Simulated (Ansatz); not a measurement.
A search over several starts for the lowest SCF solution of (Cl)2Al-O-SiH3 (AlSiCl2OH3) at the given spin, in a small basis.

```yaml
crystal:
  periodic: [false, false, false]
  atoms:
    - {symbol: Al, position_ang: [0.221070, -0.674242, -1.655398]}
    - {symbol: Cl, position_ang: [0.860530, 0.539229, -3.224655]}
    - {symbol: Cl, position_ang: [-0.166876, -2.689658, -2.018823]}
    - {symbol: O, position_ang: [0.021448, -0.035765, -0.118353]}
    - {symbol: Si, position_ang: [-0.186683, 0.574881, 1.405631]}
    - {symbol: H, position_ang: [-1.100797, 1.752938, 1.355426]}
    - {symbol: H, position_ang: [-0.780383, -0.465639, 2.295072]}
    - {symbol: H, position_ang: [1.131691, 0.998256, 1.961110]}
basis:
  gaussian: {orbitals: def2-SVP, initial_orbitals: start.molden}
hamiltonian: {xc: pbe0, dispersion: d4}
output: {orbitals: {seedname: orbitals}}
```

The file start.molden holds the orbitals of an earlier run on this structure, at another level or in another basis.

```sh
$ ansatz run in.yaml --threads 4 --pin off --events-out ev --progress --plain --max-ram 3916MiB
```

It prints (some lines left out):

```
Functional definition: PBE0
919 factors; integrals over basis functions are off by at most 1.2e-3 eV
mean field evaluation 1: about -41591.0298 eV, gradient 4.3e0 eV
mean field evaluation 2: about -41591.0521 eV, gradient 2.5e-2 eV
mean field evaluation 4: about -41591.1404 eV, gradient 5.7e-4 eV
mean field evaluation 8: about -41586.3134 eV, gradient 5.1e1 eV
mean field evaluation 16: about -41591.1404 eV, gradient 3.5e-2 eV
mean field -41591.14041178 eV, -1528.4462186453 hartree, gradient 3.5e-5 eV, S^2 0.000000; 1 other end points of the search recorded, 0 dependent functions left out
reference -41591.14044197 eV, -1528.4462197547 hartree; 36, 36 occupied and 65, 65 virtual orbitals, 919 factors
Total energy: -41591.32769648 eV, -1528.4531012310 hartree
```

Hardware: 4 threads of Arm Neoverse V2 on a shared host. Wall time 1.6 s.
